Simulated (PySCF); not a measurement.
# Static response to an electric field

Compound: C₅H₂FNO.
Numbering: `[N:1]#[C:2][C:3]1=[CH:4][C:5](=[O:6])[C@H:7]1[F:8]` (hydrogens: H9 on C4; H10 on C7)

Geometry (GFN2-xTB, Å), atoms numbered from 1 in this order:
```xyz
10
C5H2FNO angstrom
N      3.1094   -0.1102   -0.5782
C      1.9923    0.0125   -0.3501
C      0.6289    0.1378   -0.0668
C     -0.1978    1.1745    0.2023
C     -1.3924    0.3084    0.2683
O     -2.5667    0.4515    0.3894
C     -0.4604   -0.9251    0.0330
F     -0.6921   -1.6364   -1.1064
H     -0.0403    2.2298    0.3279
H     -0.3720   -1.6382    0.8581
```

Level: PBE0/def2-SVPD (PySCF), static field, nuclei fixed, core orbitals frozen in the response. The polarisability tensor in these axes (au):

```
x   98.21 -6.51 -9.99
y   -6.51 57.17  3.94
z   -9.99  3.94 43.25
```

Question: Give the principal values, the mean and the anisotropy Δα = √{½[(α1 − α2)² + (α2 − α3)² + (α1 − α3)²]}.

Answer: Principal values 41.00, 56.51 and 101.12 au; mean 66.21 au = 9.81 Å³ = 10.92 × 10⁻⁴⁰ C²·m²/J; Δα = 54.06 au (82 % of the mean).

Question: What is the dipole moment, and where does it point?

Answer: (0.15, 1.23, 1.67) D, 2.08 D in size, pointing from the negative to the positive side. Measured along this direction, the outermost atoms are F8 at the negative end and H9 at the positive end.

Question: Along which axes do the principal values lie, and how far do the nuclei extend along each?

Answer: Largest value along (0.97, -0.16, -0.18), where the nuclei span 5.77 Å; middle along (0.19, 0.97, 0.15), 4.09 Å; least along (0.15, -0.18, 0.97), 1.96 Å. The response follows the extents in order.

Question: Rayleigh depolarisation ratio (linearly polarised light, static tensor)?

Answer: ρ = 3Δα²/(45ᾱ² + 4Δα²) = 8766.7/(197266 + 11688.9) = 0.042.

Question: Find the Langevin capture rate constant for H3O+ (19.018 u) meeting this molecule (111.012 u), k = 2.342 × 10⁻⁹ cm³/s × √(α in Å³ / reduced mass in u).

Answer: The reduced mass is 16.24 u, so k = 1.82 × 10⁻⁹ cm³/s. The formula leaves out the permanent dipole, which adds to the capture rate.

Isolated species at its GFN2-xTB geometry, gas phase.

These values come from a run that also computed excited states. Time: 38 s wall (grids of density and orbitals included); peak memory 0.74 GiB. Hardware: an Arm Neoverse N1 with one thread, shared host with 64 logical CPUs at a one-minute load of 40.
